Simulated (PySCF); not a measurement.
## From computed data to an observable: oscillator strength and radiative lifetime

B(H)(PH2)2 (BH5P2), SMILES B(P)P.

Geometry: B3LYP-D3(BJ)/def2-TZVP. The values are those of a single conformer.

TDDFT-PBE0/def2-SVPD run with PySCF puts the first singlet state with f over 0.02 at 4.41 eV (vertical), with the transition dipole (0.000, 0.000, -1.251) in atomic units.

Q: Find the oscillator strength, the wavelength and the radiative lifetime that this transition would have in vacuum if emission retraced absorption.

A: 
|μ|² = 1.5650 au, so |μ| = 3.18 D. ΔE = 4.41/27.211 = 0.1621 hartree. f = (2/3) ΔE |μ|² = 0.169 (the program prints 0.169).
λ = 1239.84/4.41 = 281 nm; ν = 35569 cm⁻¹.
Einstein's coefficient A = 0.6670 ν² f s⁻¹ (ν in cm⁻¹) = 1.4e8 s⁻¹, so τ = 1/A = 7.0 ns. This state is S1. The figure is the radiative limit of this one transition; relaxation, internal conversion, crossing to triplets and a medium change what is measured.
